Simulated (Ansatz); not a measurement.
Reaction (substitution at a C–I bond): `CCCI` + `[AlH2][SH]` → `CCC[S][AlH2]` + HI

Program: Ansatz. Geometries: PBE0-D4/def2-TZVP. ΔE: electronic, gas phase. CCSD(T)/CBS adds triple-zeta CCSD(T) − MP2 to the extrapolated MP2 energy (def2 sets, frozen cores). This one scheme is used for every species. DFT in def2-TZVPP. def2 core potentials past Kr. For I outer-core shells are correlated without core-valence functions, which leaves a few kJ/mol of doubt a bond. One conformer a species, not always the lowest.

| level | ΔE (kJ/mol) |
| --- | --- |
| PBE-D4 | 13.2 |
| r2SCAN-D4 | 14.3 |

(1) What does CCSD(T)/CBS give? (An estimate is asked.)

Largest T1 diagnostic among the species: 0.011.

Results:

(1) Ansatz gave: +19.8 kJ/mol. The listed levels differ from it by -6.6, -5.5 kJ/mol.
